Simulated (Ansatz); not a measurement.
Species: YF2, charge 0, multiplicity 2. SMILES of the parent species: [F][Y][F]
Coordinates optimised at B3LYP-D3(BJ)/def2-TZVP (Ansatz, an electronic-structure program):
```xyz
3

Y      0.2781     0.1657     0.0593
F     -1.0319     0.7780    -1.2933
F     -0.1730    -1.4962     1.0364
```
Charge 0, spin multiplicity 2.

Wanted: atomisation energy, in kcal/mol. Conventions: def2 sets with scalar-relativistic core potentials past Kr; open shells spin-unrestricted; 6-31G* and kin with 6d, 5d where marked; frozen cores in correlated levels (noble-gas shells and the d and f shells of earlier blocks); atomisation electronic, to ground-state atoms; dispersion terms only where a functional's name holds one; LANL2DZ with its own core potentials from Na on; no spin-orbit coupling. First-principles rows: single points at B3LYP-D3(BJ) geometries (Ansatz). A UHF reference is markedly spin-contaminated in at least one set, which strains HF and MP2. The Hartree-Fock reference of Y atom is unstable towards a lower, spin-broken solution. The spin state of an ion or metal species was assumed, not searched.

```tsv
level	program	atomisation energy (kcal/mol)
HF/LANL2DZ	Ansatz	210.0
SVWN5/6-31G* with LANL2DZ past Ar	Ansatz	355.1
PBE/LANL2DZ	Ansatz	304.9
B3LYP/LANL2DZ	Ansatz	288.2
B3LYP/def2-SVP	Ansatz	309.3
B3LYP/6-31G* with LANL2DZ past Ar	Ansatz	302.1
MP2/LANL2DZ	Ansatz	284.9
r2SCAN-D4/def2-TZVPD	Ansatz + dftd4	310.2
B3LYP-D3(BJ)/def2-TZVPD	Ansatz + dftd3	303.7
B2PLYP-D3(BJ)/def2-TZVPD	Ansatz + dftd3	306.6
```

No value to compare with is used here. The 7 habitual levels span 210.0 (HF/LANL2DZ) to 355.1 kcal/mol (SVWN5/6-31G* with LANL2DZ past Ar); B3LYP-D3(BJ)/def2-TZVPD gives 303.7.

The levels are drawn from those run, B3LYP/6-31G* more often than the rest, none by its result; runs whose electronic state is in doubt are left out.
